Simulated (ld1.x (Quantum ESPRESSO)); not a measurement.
**Which setting gave this result? (mercury, TM)**

Base potential:

- Element: mercury (Hg)
- Generator: ld1.x (Quantum ESPRESSO) 7.5
- Type: norm-conserving Troullier–Martins (Kleinman–Bylander form)
- Functional: PBE
- Relativity: scalar-relativistic
- Frozen core: [Kr] 4d10 4f14 5s2
- Valence charge: 18
- Reference configuration: 5p6 5d10 6s2 6p0
- Partial waves: 6s (bound): rc 1.85 bohr; 5d (bound): rc 1.75 bohr; 5p (bound): rc 1.50 bohr
- Local potential: the p channel
- Core correction: a·sin(br)/r model core inside 1.25 bohr

Cutoffs, loose and tight: the cutoffs (Ry, on a coarse ladder) from which the occupation-weighted sum of valence levels, in a spherical-Bessel basis at the reference potential, stays within 10 and 1 mRy of its value at 400 Ry. They do not see the model core or the augmentation charge, which bear on the density cutoff. Test errors are all-electron minus pseudo excitation energies from the reference, over the configurations 5p6 5d10 6s1 6p0; 5p6 5d10 6s0 6p0; 5p6 5d9 6s0 6p0; 5p6 5d8 6s0 6p0; 5p6 5d10 6s1.5 6p0; 5p6 5d10 6s0 6p1; 5p5 5d10 6s2 6p0; variants that change the core or the reference have their own tests. The largest error is taken over the tests solved by every variant that gives reliable tests at all, those not shown here included: 5p6 5d10 6s0 6p0; 5p6 5d10 6s0 6p1; 5p6 5d10 6s1 6p0; 5p6 5d10 6s1.5 6p0; 5p6 5d8 6s0 6p0; 5p6 5d9 6s0 6p0.

Only the scale of all radii but the core radius (base = 1) is moved:

```tsv
scale of all radii but the core radius (base = 1)	cutoff, loose	cutoff, tight	bound ghosts	largest test error (meV)
0.78	140 Ry	230 Ry	s	+63
0.88	110 Ry	140 Ry	s	+102
1	70 Ry	110 Ry	s	+221
1.28	45 Ry	70 Ry	s	+621
1.34	40 Ry	70 Ry	s	+657
```

Task: One more run gave cutoff, loose: 50 Ry; cutoff, tight: 70 Ry; bound ghosts: s; largest test error (meV): +467. Which value of the scale of all radii but the core radius (base = 1) was used?

Result: 1.13. The loose cutoff moves one way along this sweep, from 140 Ry at 0.78 to 40 Ry at 1.34, which places the run between 1 and 1.28.
